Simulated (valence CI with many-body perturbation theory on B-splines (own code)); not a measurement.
**Br XXX: calculated level list**

Level of theory: valence CI with perturbative core correlation (CI+MBPT): four valence electrons over a frozen Dirac-Fock core [He], a basis of 11 s, 11 p, 10 d, 8 f, 5 g, 2 h functions for each j, with the one-electron correlation potential Σ1 (screened to all orders), the two-electron term Σ2, the three-electron term Σ3, Breit, model QED; selected single and double excitations, second order for the rest, scaled by the run's own slope (own B-spline code, finite nucleus).

No measured spectrum was set against this ion. As an estimate, large intervals hold to a few tenths of a per cent, small ones and those within an open d or f shell to about a per cent. Among the levels kept, up to 1100 cm⁻¹ of a level comes from second order outside the variational space, and about a tenth of that is noise between levels of different J, which matters for small intervals.

Levels 46 to 90 of 196, with energies above the lowest level, (2s^2 2p1/2^2) J=0. "Leading %" is the weight of the configuration and term that name the level; weights of strongly mixed levels are sums over their largest components and can fall short, so below about 35 % the name and the second component can differ from the true leading terms, or belong to a minority configuration. In the jj column 3d3/2^4 stands for four electrons in 3d with j = 3/2.

| No. | Configuration | Term | J | E (eV) | Leading % | Leading jj | g |
| --- | --- | --- | --- | --- | --- | --- | --- |
| 46 | 2s 2p2 3p | 5D° | 2 | 2026.0 | 41 | 2s 2p1/2^2 3p3/2 (70 %) | 1.588 |
| 47 | 2s2 2p 3d | 1D° | 2 | 2028.3 | 45 | 2s^2 2p3/2 3d3/2 (72 %) | 1.006 |
| 48 | 2s2 2p 3d | 3F° | 4 | 2029.2 | 97 | 2s^2 2p3/2 3d5/2 (97 %) | 1.246 |
| 49 | 2s 2p2 3p | 3D° | 1 | 2030.9 | 41 | 2s 2p1/2^2 3p3/2 (72 %) | 1.093 |
| 50 | 2s2 2p 3d | 3D° | 3 | 2032.1 | 52 | 2s^2 2p3/2 3d3/2 (66 %) | 1.206 |
| 51 | 2s2 2p 3d | 3P° | 1 | 2034.8 | 66 | 2s^2 2p3/2 3d3/2 (92 %) | 1.201 |
| 52 | 2s2 2p 3d | 3P° | 0 | 2035.4 | 97 | 2s^2 2p3/2 3d3/2 (97 %) |  |
| 53 | 2s2 2p 3d | 3P° | 2 | 2036.2 | 51 | 2s^2 2p3/2 3d5/2 (72 %) | 1.324 |
| 54 | 2s 2p2 3s | 3P | 2 | 2036.5 | 62 | 2s 2p1/2 2p3/2 3s (84 %) | 1.365 |
| 55 | 2s 2p2 3p | 5P° | 1 | 2040.6 | 42 | 2s 2p1/2 2p3/2 3p1/2 (91 %) | 1.858 |
| 56 | 2s2 2p 3d | 1F° | 3 | 2045.2 | 69 | 2s^2 2p3/2 3d5/2 (68 %) | 1.085 |
| 57 | 2s 2p2 3p | 5D° | 2 | 2046.2 | 41 | 2s 2p1/2 2p3/2 3p1/2 (86 %) | 1.484 |
| 58 | 2s2 2p 3d | 1P° | 1 | 2047.4 | 72 | 2s^2 2p3/2 3d5/2 (92 %) | 1.000 |
| 59 | 2s 2p2 3p | 5D° | 3 | 2055.1 | 84 | 2s 2p1/2 2p3/2 3p3/2 (74 %) | 1.482 |
| 60 | 2s 2p2 3d | 5F | 1 | 2055.4 | 68 | 2s 2p1/2^2 3d3/2 (79 %) | 0.292 |
| 61 | 2s 2p2 3d | 5F | 2 | 2057.5 | 47 | 2s 2p1/2^2 3d3/2 (63 %) | 1.203 |
| 62 | 2s 2p2 3s | 3D | 1 | 2059.0 | 82 | 2s 2p1/2 2p3/2 3s (90 %) | 0.612 |
| 63 | 2s 2p2 3p | 5P° | 3 | 2059.4 | 46 | 2s 2p1/2 2p3/2 3p1/2 (62 %) | 1.449 |
| 64 | 2s 2p2 3p | 5P° | 1 | 2059.9 | 36 | 2s 2p1/2 2p3/2 3p3/2 (94 %) | 1.696 |
| 65 | 2s 2p2 3s | 3D | 2 | 2062.0 | 50 | 2s 2p1/2 2p3/2 3s (88 %) | 1.180 |
| 66 | 2s 2p2 3d | 5D | 3 | 2064.2 | 33 | 2s 2p1/2^2 3d5/2 (76 %) | 1.407 |
| 67 | 2s 2p2 3p | 3D° | 2 | 2065.8 | 58 | 2s 2p1/2 2p3/2 3p3/2 (91 %) | 1.407 |
| 68 | 2s 2p2 3p | 5S° | 2 | 2070.1 | 44 | 2s 2p1/2 2p3/2 3p1/2 (79 %) | 1.731 |
| 69 | 2s 2p2 3s | 3P | 1 | 2070.5 | 52 | 2s 2p1/2 2p3/2 3s (76 %) | 1.554 |
| 70 | 2s 2p2 3s | 3P | 0 | 2070.6 | 85 | 2s 2p1/2 2p3/2 3s (79 %) |  |
| 71 | 2s 2p2 3p | 5D° | 4 | 2071.4 | 75 | 2s 2p1/2 2p3/2 3p3/2 (81 %) | 1.432 |
| 72 | 2s 2p2 3p | 3P° | 0 | 2071.4 | 82 | 2s 2p1/2 2p3/2 3p3/2 (93 %) |  |
| 73 | 2s 2p2 3d | 3F | 2 | 2076.4 | 42 | 2s 2p1/2^2 3d5/2 (58 %) | 0.993 |
| 74 | 2s 2p2 3p | 3P° | 2 | 2079.0 | 60 | 2s 2p1/2 2p3/2 3p3/2 (88 %) | 1.445 |
| 75 | 2s 2p2 3s | 3D | 3 | 2081.7 | 73 | 2s 2p3/2^2 3s (80 %) | 1.411 |
| 76 | 2s 2p2 3p | 3P° | 1 | 2081.9 | 43 | 2s 2p1/2 2p3/2 3p3/2 (77 %) | 1.380 |
| 77 | 2s 2p2 3p | 3D° | 3 | 2083.1 | 44 | 2s 2p1/2 2p3/2 3p3/2 (73 %) | 1.361 |
| 78 | 2s 2p2 3d | 5F | 2 | 2091.0 | 29 | 2s 2p1/2 2p3/2 3d3/2 (68 %) | 1.233 |
| 79 | 2s 2p2 3d | 5D | 0 | 2091.1 | 90 | 2s 2p1/2 2p3/2 3d3/2 (96 %) |  |
| 80 | 2s 2p2 3d | 5D | 1 | 2091.1 | 64 | 2s 2p1/2 2p3/2 3d3/2 (94 %) | 1.315 |
| 81 | 2s 2p2 3p | 3F° | 2 | 2091.4 | 58 | 2s 2p1/2 2p3/2 3p1/2 (93 %) | 0.846 |
| 82 | 2s 2p2 3s | 1D | 2 | 2091.5 | 34 | 2s 2p3/2^2 3s (61 %) | 1.223 |
| 83 | 2s 2p2 3d | 5F | 4 | 2092.1 | 61 | 2s 2p1/2 2p3/2 3d5/2 (93 %) | 1.386 |
| 84 | 2s 2p2 3d | 5F | 3 | 2093.0 | 59 | 2s 2p1/2 2p3/2 3d3/2 (61 %) | 1.346 |
| 85 | 2s 2p2 3p | 3D° | 1 | 2096.0 | 57 | 2s 2p1/2 2p3/2 3p1/2 (85 %) | 0.806 |
| 86 | 2s 2p2 3p | 3P° | 0 | 2100.4 | 62 | 2s 2p1/2 2p3/2 3p1/2 (77 %) |  |
| 87 | 2s 2p2 3d | 3F | 2 | 2103.1 | 32 | 2s 2p1/2 2p3/2 3d5/2 (90 %) | 1.236 |
| 88 | 2s 2p2 3d | 5D | 4 | 2105.5 | 38 | 2s 2p1/2 2p3/2 3d3/2 (53 %) | 1.344 |
| 89 | 2s 2p2 3d | 3F | 3 | 2106.8 | 57 | 2s 2p1/2 2p3/2 3d5/2 (51 %) | 1.269 |
| 90 | 2s 2p2 3d | 5F | 5 | 2107.1 | 76 | 2s 2p1/2 2p3/2 3d5/2 (81 %) | 1.348 |

Where two levels of one J and parity lie close, their mixing, g and order are uncertain.
